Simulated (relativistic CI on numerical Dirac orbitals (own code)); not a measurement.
Magnetism of Os2+, 5d6, in a crystal field

Calculated by Dirac-Coulomb-Breit CI, separate exchange-only KLI orbitals for each configuration, QED by a radiative potential, one configuration in a parametric crystal field, unscaled Slater integrals (own radial code). With so little scaling, terms lie 10 to 35 % too far apart, which can change the order of excited levels.

Field parameters in Wybourne normalisation: D3d B²₀ = −7Dσ, B⁴₀ = −14Dq − 21Dτ, B⁴₃ = −14√(10/7) Dq; D4h B²₀ = −7Ds, B⁴₀ = 21(Dq − Dt), B⁴₄ = 21√(5/14) Dq; Oh B⁴₀ = 21Dq, B⁴₄ = √(5/14) B⁴₀; Td as Oh with Dq negative (B⁴₀ = 21Dq, B⁴₄ = √(5/14) B⁴₀). The field is a parameter set, without covalency.

S is read from ⟨S²⟩ = S(S + 1).

Powder χT (cm³ K mol⁻¹) by Van Vleck's formula, with temperature-independent terms:

| Field | 2 K | 5 K | 10 K | 20 K | 50 K | 100 K | 200 K | 300 K |
| --- | --- | --- | --- | --- | --- | --- | --- | --- |
| D3d, 10Dq = 29900, Dσ = -860, Dτ = -60 cm⁻¹ | 0.000321 | 0.000802 | 0.0016 | 0.00321 | 0.00802 | 0.016 | 0.0321 | 0.0481 |
| D4h, 10Dq = 15650, Ds = 2240, Dt = 280 cm⁻¹ | 0.00345 | 0.00861 | 0.0172 | 0.0345 | 0.0861 | 0.173 | 0.366 | 0.612 |
| D4h, 10Dq = 36450, Ds = 1740, Dt = 560 cm⁻¹ | 0.000288 | 0.000721 | 0.00144 | 0.00288 | 0.00721 | 0.0144 | 0.0288 | 0.0432 |
| Oh, 10Dq = 12750 cm⁻¹ | 0.00278 | 0.00695 | 0.0139 | 0.0278 | 0.0695 | 0.139 | 0.278 | 0.423 |
| Oh, 10Dq = 40200 cm⁻¹ | 0.00023 | 0.000574 | 0.00115 | 0.0023 | 0.00574 | 0.0115 | 0.023 | 0.0344 |
| Td, 10Dq = -6700 cm⁻¹ | 0.0484 | 0.121 | 0.242 | 0.484 | 1.21 | 2.36 | 3.53 | 3.88 |
| Td, 10Dq = -10400 cm⁻¹ | 0.0376 | 0.094 | 0.188 | 0.376 | 0.942 | 1.87 | 2.91 | 3.27 |
| Td, 10Dq = -18450 cm⁻¹ | 0.00711 | 0.0178 | 0.0356 | 0.0711 | 0.178 | 0.356 | 0.717 | 1.08 |

Q: For Td, 10Dq = -10400 cm⁻¹: what effective moment follows at 300 K?

A: μ_eff = √(8χT) = 5.12 μB. The ground level has S = 1.89; the spin-only moment for S = 2 is 4.90 μB. The difference comes from the orbital moment, spin-orbit mixing of terms and temperature-independent paramagnetism, all larger in this ionic model than in covalent complexes. The ground level is a non-magnetic singlet, so χT starts at zero and rises through temperature-independent paramagnetism and the filling of excited levels.
